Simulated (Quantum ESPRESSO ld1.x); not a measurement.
The run below uses ld1.x (Quantum ESPRESSO 7.5).

```
 &input
    zed=31.0,
    iswitch=1,
    rel=2,
    dft='PW91',
    config='[Ne] 3s1',
    rel_dist='energy',
    verbosity='high',
    lsmall=.true.,
    prefix='ld1',
    max_out_wfc=37,
    file_charge='ld1.rho',
 /
```

Command: `OMP_NUM_THREADS=1 ld1.x < ld1.in > ld1.out`

Output (excerpt):

```
     Program LD1 v.7.5 starts

     --------------------------- All-electron run ----------------------------

     dirac relativistic calculation

     atomic number is 31.00
     dft =PW91   lsd =0 sic =0 latt =0  beta=0.20 tr2=1.0E-14
     Exchange-correlation= PW91
                           (   1   4   2   2   0   0   0)
     mesh =2005 r(mesh) =  99.28682 a.u. xmin = -8.00 dx = 0.00800
     1 Ry =  13.60569312 eV, c = 137.03599908

     n l j   nl                  e(Ry)          e(Ha)          e(eV)
     Spin orbit split results
     1 0 0.5 1S 1( 2.00)    -813.441797663    -406.720898832 -11067.4394724
     2 0 0.5 2S 1( 2.00)    -151.290269713     -75.645134856  -2058.4089822
     2 1 0.5 2P 1( 2.00)    -141.282191479     -70.641095739  -1922.2421410
     2 1 1.5 2P 1( 4.00)    -139.174829194     -69.587414597  -1893.5700165
     3 0 0.5 3S 1( 1.00)     -57.910705582     -28.955352791   -787.9152887
     Averaged results
     1 0     1S 1( 2.00)    -813.441797663    -406.720898832 -11067.4394724
     2 0     2S 1( 2.00)    -151.290269713     -75.645134856  -2058.4089822
     2 1     2P 1( 6.00)    -139.877283289     -69.938641645  -1903.1273913
     3 0     3S 1( 1.00)     -57.910705582     -28.955352791   -787.9152887

     final scf error:  6.5E-15 reached in  27 iterations

     Etot =   -3428.506539 Ry,   -1714.253270 Ha,  -46647.207844 eV

     Ekin =    3505.005604 Ry,    1752.502802 Ha,   47688.030640 eV
     Encl =   -7462.692295 Ry,   -3731.346147 Ha, -101535.101233 eV
     Eh   =     631.874148 Ry,     315.937074 Ha,    8597.085753 eV
     Exc  =    -102.693997 Ry,     -51.346998 Ha,   -1397.223003 eV

     normalization and overlap integrals

     s(1S/1S) =  1.000000  <r> =   0.0486  <r2> =    0.0032  r(max) =   0.0317
     LC norm =  0.98744108 + SC norm =  0.01255892 =  1.00000000
     s(2S/2S) =  1.000000  <r> =   0.2140  <r2> =    0.0539  r(max) =   0.1816
     LC norm =  0.99750718 + SC norm =  0.00249282 =  1.00000000
     s(2P/2P) =  1.000000  <r> =   0.1846  <r2> =    0.0416  r(max) =   0.1428
     LC norm =  0.99752950 + SC norm =  0.00247050 =  1.00000000
     s(2P/2P) =  1.000000  <r> =   0.1879  <r2> =    0.0430  r(max) =   0.1463
     LC norm =  0.99757307 + SC norm =  0.00242693 =  1.00000000
     s(3S/3S) =  1.000000  <r> =   0.5336  <r2> =    0.3235  r(max) =   0.5016
     LC norm =  0.99912164 + SC norm =  0.00087836 =  1.00000000

     LC charge = 10.95436942 + SC charge =  0.04563058 = 11.00000000

     ------------------------ End of All-electron run ------------------------
```

Run on one thread of a shared host, so times are rough (Intel(R) Xeon(R) Processor @ 2.60GHz): 0.52 s of CPU time, 1.1 s wall, 27 iterations on 2005 mesh points.
